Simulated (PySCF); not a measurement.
C5H6OS2, SMILES CSc1sc(O)cc1, GFN2-xTB optimised geometry.

```
14

C     -2.36    -2.07    -0.93
S     -0.96    -2.61     0.10
C      0.07    -1.20     0.00
C      1.43    -1.20     0.00
C      2.00     0.09     0.00
C      1.06     1.08     0.00
O      1.29     2.40    -0.02
S     -0.55     0.43     0.03
H     -2.00    -1.84    -1.93
H     -2.83    -1.20    -0.48
H     -3.06    -2.90    -0.97
H      2.01    -2.11    -0.01
H      3.06     0.29    -0.02
H      0.47     2.90    -0.02
```

Density from PBE/def2-TZVP (PySCF) at that geometry.

Minimum of the electron density along straight lines between bonded atoms, close to the bond critical point (lines longer than 1.1 times the sum of covalent radii, or with two minima, are not listed):

```tsv
bond	length / Å	ρ at the minimum / e bohr⁻³	∇²ρ there / e bohr⁻⁵	position (fraction from the first atom)
C1–S2	1.820	0.177	___	0.47
S2–C3	1.750	0.200	-0.38	0.51
C3–C4	1.359	0.329	-0.93	0.52
C4–C5	1.414	0.298	___	0.50
C5–C6	1.358	0.331	-0.95	0.47
C6–O7	1.348	0.300	-0.58	0.35
C3–S8	1.749	0.201	-0.35	0.47
C6–S8	1.743	0.206	-0.38	0.48
C1–H9	1.086	0.281	-0.96	0.65
C1–H10	1.087	0.280	-0.95	0.64
C1–H11	1.085	0.280	-0.95	0.64
C4–H12	1.074	0.287	-1.01	0.65
C5–H13	1.073	0.286	-1.00	0.65
O7–H14	0.964	___	-2.43	0.80
```

Question: Some entries are withheld; supply them.

Answer: 
- C1–S2, ∇²ρ there / e bohr⁻⁵: -0.27
- C4–C5, ∇²ρ there / e bohr⁻⁵: -0.81
- O7–H14, ρ at the minimum / e bohr⁻³: 0.359
